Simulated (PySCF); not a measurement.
**N (nitrogen, neutral): LDA calculation**

Configuration: [He] 2s2 2p3, high-spin 4S determinant. All numbers are calculated (PySCF 2.14, no relativity, point nucleus, in aug-cc-pVDZ).

```json
{
 "Total energy": "-54.1207 hartree",
 "One-electron energy": "-73.8135 hartree",
 "Hartree (Coulomb) energy": "25.9887 hartree",
 "Exchange-correlation energy": "-6.2958 hartree",
 "Kinetic energy": "54.16933 hartree",
 "⟨S²⟩": "3.7531",
 "⟨L²⟩": "0.000",
 "Sum of ⟨r⟩": "7.458 bohr",
 "Sum of ⟨r²⟩": "12.66 bohr²",
 "Density at the nucleus (Gaussians lack the cusp)": "197 bohr⁻³",
 "Spin density at the nucleus": "0.261 bohr⁻³",
 "Langevin diamagnetic susceptibility": "-10.0 ×10⁻⁶ cm³/mol",
 "Time after the integrals": "0.1 s of wall time on 1 thread of Neoverse-N1 (shared host)"
}
```

```json
{"shell": "1s α", "electrons": "1", "mean orbital energy (eV)": "-380.84", "rms radius, mean of both spins (bohr)": "0.268"}
{"shell": "1s β", "electrons": "1", "mean orbital energy (eV)": "-379.15", "rms radius, mean of both spins (bohr)": "0.268"}
{"shell": "2s α", "electrons": "1", "mean orbital energy (eV)": "-19.665", "rms radius, mean of both spins (bohr)": "1.49"}
{"shell": "2s β", "electrons": "1", "mean orbital energy (eV)": "-15.311", "rms radius, mean of both spins (bohr)": "1.49"}
{"shell": "2p α", "electrons": "3", "mean orbital energy (eV)": "-8.381", "rms radius, mean of both spins (bohr)": "1.64"}
```
